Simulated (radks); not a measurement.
Species: the cerium ion Ce55+. Configuration: [He] 2s1 (the NIST ground configuration). Calculated with a radial shooting solver on a logarithmic mesh with Libxc functionals: scalar-relativistic Kohn-Sham, PBEsol, spin-polarised, spherical densities, finite nucleus; open shells are filled with parallel spins first (spin-orbit coupling, left out, can overturn this in heavy ions); Fermi nuclear charge, rms radius 4.8771 fm. Some entries of the table are withheld. Estimate them.

orbital  occ.  eigenvalue (hartree)  <r^2> (bohr^2)  <1/r> (bohr^-1)
1s up       1             -1698.743       0.0008119            63.55
1s down     1             -1698.075       0.0008116            63.55
2s up       1                   (1)         0.01157              (2)
2p up       0             -399.8962        0.008899            14.71
3s up       0             -181.1114         0.05927              (3)

Answer. 
(1) 2s up eigenvalue (hartree): -418.2137
(2) 2s up <1/r> (bohr^-1): 15.58
(3) 3s up <1/r> (bohr^-1): 6.724
